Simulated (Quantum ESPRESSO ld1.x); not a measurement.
Problem. Species: Mn+. Configuration: [Ar] 3d6 (not the ground configuration). All-electron calculation, non-relativistic Kohn-Sham, LDA (Slater exchange, Perdew-Zunger correlation), spin-polarised, spherical densities, point nucleus; open shells are filled with parallel spins first. Program: ld1.x of Quantum ESPRESSO 7.5. Some entries of the table are withheld. Estimate them.

| orbital | occ. | eigenvalue (hartree) | r(max) (bohr) |
|---|---|---|---|
| 1s up | 1 | -233.787 | 0.04061 |
| 1s down | 1 | -233.787 | 0.04061 |
| 2s up | 1 | -26.9527 | 0.2358 |
| 2s down | 1 | -26.8924 | 0.2356 |
| 2p up | 3 | -23.1488 | 0.1895 |
| 2p down | 3 | -23.1027 | 0.1893 |
| 3s up | 1 | -3.23015 | 0.7453 |
| 3s down | 1 | -3.09950 | 0.7460 |
| 3p up | 3 | -2.14991 | 0.7567 |
| 3p down | 3 | -2.02213 | 0.7580 |
| 3d up | 5 | -0.44409 | 0.7681 |
| 4s up | 0 | -0.39696 | (1) |
| 4s down | 0 | -0.35672 | (2) |
| 3d down | 1 | -0.33384 | 0.7800 |
| 4p up | 0 | -0.23539 | 3.024 |
| 4p down | 0 | -0.21093 | 3.233 |

Solution. 
(1) 4s up r(max) (bohr): 2.444
(2) 4s down r(max) (bohr): 2.548
